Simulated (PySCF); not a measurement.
ClGa, singlet, geometry from GFN2-xTB (such geometries of metal compounds can be far from the true shape).

Here is a job for PySCF.
```python
from pyscf import gto, scf, dft

mol = gto.M(
    atom='''
Ga   -0.000000   -0.000000   -0.768265
Cl    0.000000    0.000000    1.400953
''',
    basis='cc-pvdz',
    charge=0,
    spin=0,
    verbose=3,
)

mf = dft.RKS(mol)
mf.xc = 'pbe0'
mf.kernel()
```

Task: What does this run give for the Mulliken (on the basis functions themselves) charges in atom order, dipole moment?

Result: 
```
Quantity                                                                          Value
------------------------------------------------------------------  -------------------
Mulliken (on the basis functions themselves) charges in atom order  Ga1 0.30, Cl2 -0.30
dipole moment                                                                    2.01 D
```
